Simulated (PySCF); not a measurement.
**Spin-rotation constants: `N#C[C@@H](C(=O)O)C(F)(F)F`, C₄H₂F₃NO₂**

Geometry (Å), atoms numbered from 1 in this order:
```xyz
12

N    -0.2726    2.7502   -0.1190
C    -0.2226    1.6190   -0.2509
C    -0.1396    0.1813   -0.4120
C     1.1383   -0.3125    0.2996
O     1.1933   -0.6457    1.4411
O     2.1568   -0.2924   -0.5486
C    -1.3864   -0.4973    0.1678
F    -1.2699   -1.8293    0.1108
F    -2.4747   -0.1782   -0.5453
F    -1.6311   -0.1667    1.4294
H    -0.0739   -0.0598   -1.4795
H     2.9835   -0.5694   -0.1196
```

Computed with PySCF, GIAO KT3/pcSseg-1 magnetisability, rotational g tensor and spin-rotation constants, non-relativistic, gas phase. Geometry: GFN2-xTB.

(1) Give the nuclear spin-rotation constants along the inertial axes (H = +C I·J) beside the isotropic shieldings.

Answers

(1) Rotational constants 1.7108, 1.2493, 0.9282 GHz. A star marks the isotopologue with that one atom substituted, in its own axes.
```csv
atom,isotope,Caa (kHz),Cbb (kHz),Ccc (kHz),mean (kHz),σ (ppm)
N1,14N,0.368,0.058,0.186,0.204,-23.0
F8,19F,2.758,1.248,1.259,1.755,241.2
F9,19F,2.017,1.965,1.282,1.754,231.7
F10,19F,2.683,1.640,0.975,1.766,243.4
H11,1H,-0.186,-0.149,0.050,-0.095,27.7
H12,1H,0.011,-0.102,-0.087,-0.059,25.4
C2,13C*,0.686,0.067,0.335,0.363,82.9
C3,13C*,0.277,0.239,0.170,0.229,143.7
C4,13C*,0.813,0.363,0.252,0.476,32.8
O5,17O*,-0.786,-0.317,-0.426,-0.510,-79.8
O6,17O*,-0.328,-0.303,-0.221,-0.284,121.2
C7,13C*,0.547,0.381,0.277,0.402,55.9
```
For the geometry as given, no vibrational averaging.
